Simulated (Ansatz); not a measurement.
`C/C=[N]\[GeH3]` + `F[SiH]1CN1` → `F[SiH]1C[N]1[GeH3]` + `CC=N`  (ligand exchange at a Ge–N bond)

Program: Ansatz. Geometries: PBE0-D4/def2-TZVP. ΔE: electronic, gas phase. CCSD(T)/CBS adds triple-zeta CCSD(T) − MP2 to the extrapolated MP2 energy (def2 sets, frozen cores). Functionals use def2-TZVPP. B3LYP here is the variant with VWN-RPA as its local correlation; programs differ in this. For Ge outer-core shells are correlated without core-valence functions, which leaves a few kJ/mol of doubt a bond. Scalar relativity is left out up to krypton. One conformer a species, not always the lowest.

`C/C=[N]\[GeH3]`:

Cartesian coordinates in Å:
```
C -1.446 -0.333 0.298
C -0.803 0.440 -0.810
N 0.415 0.691 -1.015
Ge 1.774 0.100 0.115
H -2.158 0.307 0.830
H -2.024 -1.164 -0.118
H -0.725 -0.728 1.015
H -1.521 0.839 -1.543
H 1.822 -1.440 0.164
H 1.589 0.647 1.545
H 3.077 0.641 -0.482
```

`F[SiH]1CN1`:

Z-matrix (Å, degrees):
```
Si
C 1 1.818
N 1 1.674 2 51.1
F 1 1.594 2 118.8 3 109.6
H 1 1.471 2 129.4 3 -99.7
H 2 1.091 1 116.4 3 -106.3
H 2 1.088 1 126.3 3 99.7
H 3 1.005 1 139.6 2 114.0
```

`F[SiH]1C[N]1[GeH3]`:

```xyz
11

F     2.725    0.033    0.978
Si    1.679    0.312   -0.187
C     0.227    1.376    0.065
N     0.082   -0.125   -0.009
Ge   -1.421   -1.154    0.064
H     2.406    0.103   -1.450
H     0.027    1.813    1.044
H    -0.243    1.934   -0.746
H    -0.987   -2.610   -0.156
H    -2.396   -0.698   -1.039
H    -2.100   -0.986    1.436
```

`CC=N`:

Z-matrix (Å, degrees):
```
C
C 1 1.493
H 1 1.092 2 111.6
H 1 1.094 2 110.3 3 -121.2
H 1 1.094 2 110.3 3 121.2
N 2 1.263 1 127.9 3 0.0
H 2 1.095 1 115.5 3 -180.0
H 6 1.023 2 110.6 1 0.0
```

```csv
level,ΔE (kcal/mol),difference from CCSD(T)/CBS
PBE-D4,-6.7,1.3
r2SCAN-D4,-7.1,0.9
PBE0-D4,-7.6,0.4
B3LYP-D4,-7.7,0.3
ωB97X-V,-7.9,0.1
r2SCAN,-7.1,0.9
B3LYP,-7.6,0.4
HF/def2-TZVPP,-10.0,-2.0
SCS-MP2/def2-TZVPP,-9.0,-1.0
CCSD/def2-TZVPP,-9.1,-1.1
CCSD(T)/def2-TZVPP,-8.7,-0.7
MP2/def2-QZVPP,-8.4,-0.4
SCS-MP2/def2-QZVPP,-8.7,-0.7
HF/CBS(def2),-10.1,-2.1
MP2/CBS(def2),-8.0,0.0
CCSD/CBS(def2),-8.3,-0.3
CCSD(T)/CBS,-8.0,0
```

Largest T1 diagnostic among the species: 0.013.

In def2-TZVPP, CCSD(T) changes the Hartree–Fock value by +1.3 kcal/mol (the triples alone add +0.3 kcal/mol) and MP2 by +1.3 kcal/mol. From PBE to PBE0 (25 % exact exchange), in def2-TZVPP and without D4, ΔE moves by −0.8 kcal/mol.
